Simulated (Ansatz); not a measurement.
This geometry of C₃H₈Si (12 atoms, charge 0, multiplicity 1) is a first-order saddle point.

Theory: RKS PBE-D4/def2-SVP in Ansatz 0.2.0.

```xyz
12
Properties=species:S:1:pos:R:3
C -0.025 0.778 -1.118
C -0.061 -0.527 -0.324
C 0.750 -0.441 0.998
Si -1.692 -1.077 0.543
H -0.652 0.722 -2.031
H -0.406 1.626 -0.510
H 1.009 1.032 -1.444
H 0.359 -1.359 -0.928
H 0.244 0.181 1.777
H 0.969 -1.434 1.441
H 1.726 0.060 0.816
H -2.145 0.385 0.813
```

Question: Which two structures does it join? (They come from a converged band through this point; their orientation in space is the band's.)

Answer: No bond is made or broken. The dihedral Si4–C2–C3–H11 goes from 121 to -110°. The two ends are copies of one structure, up to a mirror image or an exchange of like atoms.

Initial state:

```xyz
12
Properties=species:S:1:pos:R:3
C -0.254 0.916 -1.082
C 0.107 -0.427 -0.461
C 0.796 -0.358 0.909
Si -1.179 -1.517 0.492
H -0.851 0.783 -2.007
H -0.862 1.527 -0.383
H 0.648 1.507 -1.358
H 0.700 -1.048 -1.163
H 0.737 0.644 1.372
H 0.292 -1.062 1.695
H 1.834 -0.744 0.924
H -1.892 -0.277 1.095
```

Final state:

```xyz
12
Properties=species:S:1:pos:R:3
C 0.037 0.808 -1.194
C -0.031 -0.493 -0.404
C 0.654 -0.468 0.970
Si -1.584 -1.003 0.632
H -0.585 0.752 -2.111
H -0.342 1.659 -0.591
H 1.074 1.052 -1.517
H 0.338 -1.348 -1.005
H -0.039 -0.880 1.819
H 1.522 -1.149 1.066
H 0.909 0.554 1.308
H -1.874 0.460 1.059
```

Question: How far does it lie above each of them?

Answer: 0.117 eV above the first and 0.117 eV above the second. This is the barrier of this one path; another mechanism may lie lower.

Run time: 73 s on 2 threads of Intel(R) Xeon(R) Platinum 8375C CPU @ 2.90GHz (Ice Lake) (shared host), peak memory 0.16 GiB.
